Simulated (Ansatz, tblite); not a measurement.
Forces on Be₃Te₂⁺ at its PBE-D4/def2-SVP geometry. Total charge 1; doublet.

In the def2 sets Te takes a core potential; there is no spin–orbit coupling. The xTB rows come from tblite. Another isomer (doublet) lies 0.51 eV lower at PBE0-D4/def2-TZVP; other spin states weren't run for this one.

GFN1-xTB (tblite), largest force 0.86 eV/Å:

```xyz
5
positions Å, forces eV/Å
Be    1.378    0.366   -0.662   -0.282    0.801   -0.141
Be   -0.397   -0.743    0.412   -0.322   -0.602    0.334
Be   -0.390    1.479   -0.362    0.771    0.112   -0.366
Te    1.763   -1.535    0.518    0.068   -0.233    0.092
Te   -2.353    0.433    0.095   -0.234   -0.078    0.080
```

GFN2-xTB (tblite), largest force 0.56 eV/Å:

```
Be -0.394 0.027 0.132
Be 0.208 0.389 -0.215
Be 0.221 -0.350 0.047
Te -0.518 0.208 -0.029
Te 0.482 -0.275 0.065
```

PBE-D4/def2-TZVP (Ansatz), largest force 0.22 eV/Å:

```
Be -0.085 -0.135 0.086
Be 0.029 0.055 -0.030
Be -0.068 -0.152 0.074
Te -0.084 0.185 -0.082
Te 0.208 0.047 -0.048
```
